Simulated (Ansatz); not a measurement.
CH$_{4}$BrFSi (`C[SiH](F)Br`) at its PBE0-D4/def2-TZVP geometry, where that method's forces vanish. Charge 0, multiplicity 1.

```xyz
8

C    -0.3347    0.4939   -0.8287
Si    0.3044   -0.5161    0.5757
F     1.8982   -0.5320    0.5380
Br   -0.3126    0.3742    2.5050
H    -0.0054    0.0668   -1.7796
H    -1.4267    0.5134   -0.8153
H     0.0299    1.5209   -0.7613
H    -0.1530   -1.9212    0.5662
```

**Question.** What forces (eV/Å) does PBE-D4/def2-TZVPP give on these atoms in Ansatz 0.2.0? (An estimate is asked.)

**Answer.** Computed: 
```
C1  -0.007 -0.013 -0.002
Si2 -0.418 -0.027 -0.025
F3   0.663 -0.019 -0.024
Br4 -0.088  0.105  0.243
H5   0.056 -0.074 -0.186
H6  -0.205  0.010 -0.007
H7   0.063  0.197  0.007
H8  -0.065 -0.179 -0.006
```
